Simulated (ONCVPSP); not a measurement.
**Configuration tests for indium (ONCV)**

ONCVPSP 4.0.1 input, shortened (lines: element, Z, core and valence counts, functional; n l f; lmax; l rc ep ncon nbas qcut; lloc lpopt rc5 dvloc0; l nproj debl; icmod fcfact rcfact), PBE, scalar-relativistic:

```
  In 49.00    6    4        4      upf
    1    0    2.00
    2    0    2.00
    2    1    6.00
    3    0    2.00
    3    1    6.00
    3    2   10.00
    4    0    2.00
    4    1    6.00
    4    2   10.00
    5    0    1.00
    2
    0    1.40    0.00    3    7    6.80
    1    1.40    0.00    5    9   12.40
    2    1.65    0.00    4    8    9.20
    1    5    1.40    0.00
    0    2    2.40
    1    0    1.90
    2    2    0.60
    3    3.75    1.55
```

In the d channel the program set the typed energies aside and used -1.342, 0.250 Ha.

Energies are relative to the spin-unpolarised reference configuration 4s2 4p6 4d10 5s1; without spin polarisation the order of configurations can differ from experiment.

| valence configuration | charge | ΔE all-electron (eV) | error AE − PS (meV) |
| --- | --- | --- | --- |
| 4s2 4p6 4d10 5s2 | +1 | -19.235 | +0.7 |
| 4s2 4p6 4d10 5s2 5p0.5 | +0.5 | -22.658 | +43 |

Task: What are ΔE and the potential's error for 4s2 4p6 4d10 5s2 5p1?

Result: ΔE = -24.599 eV all-electron; the error (AE − PS) is +69 meV.

Task: What are ΔE and the potential's error for 4s2 4p6 4d10 5s0?

Result: ΔE = 28.320 eV all-electron; the error (AE − PS) is -9.0 meV.

Levels in the configuration 4s2 4p6 4d10 5s2 5p0.5:

```json
{"level": "4s", "all-electron (eV)": "-123.150", "pseudo (eV)": "-123.051"}
{"level": "4p", "all-electron (eV)": "-81.622", "pseudo (eV)": "-81.572"}
{"level": "4d", "all-electron (eV)": "-22.111", "pseudo (eV)": "-22.076"}
{"level": "5s", "all-electron (eV)": "-11.394", "pseudo (eV)": "-11.369"}
{"level": "5p", "all-electron (eV)": "-5.310", "pseudo (eV)": "-5.377"}
```
